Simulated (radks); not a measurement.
The numbers below are computed, except where a source is named.
Species: Bi57+. Configuration: [Ar] 3d8.

Level of theory: scalar-relativistic Kohn-Sham, LDA (Slater exchange, VWN5 correlation), spin-polarised, spherical densities, finite nucleus; open shells are filled with parallel spins first (spin-orbit coupling, left out, can overturn this in heavy ions); Fermi nuclear charge, rms radius 5.5211 fm (a radial shooting solver on a logarithmic mesh with Libxc functionals).

Energy parts (Ry):
total: -37346.7511
kinetic: 42959.5545
electron-nucleus: -85494.5497
Hartree: 5684.0816
exchange-correlation: -495.8376

Orbitals (lengths in bohr, moments of r in powers of bohr; <r^-3> diverges for s and p1/2):
orbital  occ.  eigenvalue (Ry)  <r^-3>
1s up       1        -6919.099       -
1s down     1        -6919.073       -
2s up       1        -1454.425       -
2s down     1        -1453.692       -
2p up       3        -1283.123   31230
2p down     3        -1282.506   31250
3s up       1        -528.1821       -
3s down     1        -527.3591       -
3p up       3        -478.6489    7857
3p down     3        -477.8363    7840
3d up       5        -432.6161   959.4
3d down     3        -431.6231   958.1

The highest occupied level is 3d down at -5872.5 eV. The electron density at the nucleus is 3.18e+06 e/bohr^3 (large components only). The spin density at the nucleus is -62.9 e/bohr^3 (1s -16.6, 2s -137.0, 3s 90.7). The density falls to 0.001 e/bohr^3 at r = 0.56 bohr. Summed over all electrons, <r^2> = 0.5050 bohr^2, which gives a Langevin (diamagnetic) susceptibility term of -0.4 x 10^-6 cm^3/mol.
